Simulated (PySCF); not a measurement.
InSn: from constants to spectrum

UHF-CCSD(T) constants of InSn, ⁴Σ⁻ (quartet), unpaired electrons σ ↑, π ↑↑ (basis In cc-pVDZ-PP with ECP28, Sn cc-pVDZ-PP with ECP28; scalar-relativistic core potentials; PySCF 2.14; masses 114.9039 and 119.9022 u):

```
ωe            : 147.2 cm⁻¹
ωexe          : 0.325 cm⁻¹
Be            : 0.034446 cm⁻¹
αe            : 0.000110 cm⁻¹
De to In + Sn : 1.77 eV
```

(1) What force constant and bond length do these constants imply?

(2) Estimate the centrifugal constant D from the Kratzer relation and find the Dunham coefficient a1.

Correlated steps freeze 8 core orbitals. Correlated levels converge slowly with the basis: in double zeta they bind strong bonds too weakly, by up to about 1 eV, and carry superposition errors of some tenths. These are scalar-relativistic numbers at best; spin–orbit coupling would shift them, the dissociation energy most. The state was picked by a PBE0 search and need not be the measured ground state.

Answers

(1) Reduced mass μred = 58.675 u; k = 5.8918×10⁻⁷·μred·ωe² (u, cm⁻¹, mdyn/Å) = 0.749 mdyn/Å; Re = √(16.8576/(μred·Be)) (u, cm⁻¹, Å) = 2.888 Å.

(2) D = 4Be³/ωe² = 7.55e-09 cm⁻¹; a1 = −1 − αeωe/(6Be²) = -3.27.
